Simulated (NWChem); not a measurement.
Molecule: AlBr₂F; SMILES [Br][Al]([Br])[F]

This build's default masses of Se (78.918 u) and Br (79.917 u) are each other's, which moves their modes by up to 0.6 %.

Q: Give the equilibrium geometry at PBE0/def2-SVP (NWChem) as a Z-matrix, with the point group.

A: point group C2v; any orientation.
```
Al
F 1 1.6534
Br 1 2.2240 2 118.84
Br 1 2.2240 2 118.84 3 180.00
```
